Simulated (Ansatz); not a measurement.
A nudged elastic band was laid between two geometries of C2H7BF2Ge (13 atoms, charge 0, multiplicity 1).

Method: RKS PBE0-D4/def2-SVP (Ansatz 0.2.0).

| Item | Value |
| --- | --- |
| movable images | 9 |
| climbing image | yes |
| spring | 5.0 eV/Å² |
| optimiser | quadratic models (default) |
| start path | IDPP |
| force threshold | 0.05 eV/Å |
| iteration limit | 25 |
| end points | relaxed |

First end point:

```xyz
13
Properties=species:S:1:pos:R:3
C -0.866 -0.635 -1.105
C 0.088 0.326 -0.396
Ge 1.220 -0.636 0.919
B -0.597 1.491 0.364
F 0.070 2.575 0.735
F -1.875 1.450 0.713
H -0.331 -1.467 -1.588
H -1.446 -0.121 -1.887
H -1.591 -1.072 -0.402
H 0.829 0.757 -1.092
H 1.885 -1.821 0.193
H 0.339 -1.179 2.062
H 2.296 0.297 1.499
```

Last end point:

```xyz
13
Properties=species:S:1:pos:R:3
C -0.865 -0.633 -1.108
C 0.089 0.326 -0.395
Ge 1.217 -0.640 0.922
B -0.595 1.492 0.364
F -1.875 1.459 0.702
F 0.077 2.569 0.743
H -0.330 -1.465 -1.592
H -1.445 -0.116 -1.889
H -1.592 -1.071 -0.406
H 0.832 0.756 -1.089
H 1.883 -1.825 0.196
H 0.332 -1.181 2.063
H 2.293 0.293 1.504
```

Task: What changes between the two ends?

Result: No bond is made or broken. The dihedral Ge3–C2–B4–F5 goes from 74 to -105°. The two ends are copies of one structure, up to a mirror image or an exchange of like atoms.

Task: Give the energies along the band, and the barrier.

Result: The run converged. The highest image is number 5 of 0 to 10, 0.129 eV above the ends, which have the same energy within 2 meV. A vibrational analysis at the climbing image gives one clearly imaginary mode, 45i cm⁻¹: a first-order saddle point.

| image | path coordinate (Å) | energy (eV) | dihedral Ge3–C2–B4–F5 (°) |
| --- | --- | --- | --- |
| 0 | 0.00 | 0.000 | 74 |
| 1 | 0.49 | 0.012 | 91 |
| 2 | 0.99 | 0.043 | 111 |
| 3 | 1.48 | 0.084 | 130 |
| 4 | 1.97 | 0.116 | 148 |
| 5 | 2.47 | 0.129 | 166 |
| 6 | 2.95 | 0.118 | -178 |
| 7 | 3.44 | 0.087 | -161 |
| 8 | 3.93 | 0.047 | -143 |
| 9 | 4.41 | 0.013 | -124 |
| 10 | 4.90 | 0.000 | -105 |

Task: What is the geometry of the highest image?

Result: 
```xyz
13
Properties=species:S:1:pos:R:3
C -0.703 -0.392 -1.272
C 0.219 0.326 -0.270
Ge 0.977 -0.914 1.055
B -0.522 1.534 0.391
F -0.847 2.607 -0.311
F -0.886 1.553 1.664
H -0.172 -1.197 -1.803
H -1.091 0.303 -2.033
H -1.571 -0.851 -0.771
H 1.073 0.751 -0.830
H 1.724 -2.043 0.314
H -0.147 -1.536 1.903
H 1.966 -0.176 1.977
```

Task: What are the harmonic wavenumbers there?

Result: 45i, 116, 134, 188, 212, 226, 313, 461, 536, 582, 655, 689, 808, 840, 887, 891, 973, 1033, 1058, 1141, 1246, 1372, 1395, 1419, 1475, 1478, 2147, 2159, 2163, 3047, 3066, 3138, 3142 cm⁻¹.

The band took 7 iterations and of the order of 13 core-minutes.

Run time: 6.6 min on 2 threads of Arm Neoverse V1, on a shared host, peak memory 0.42 GiB.
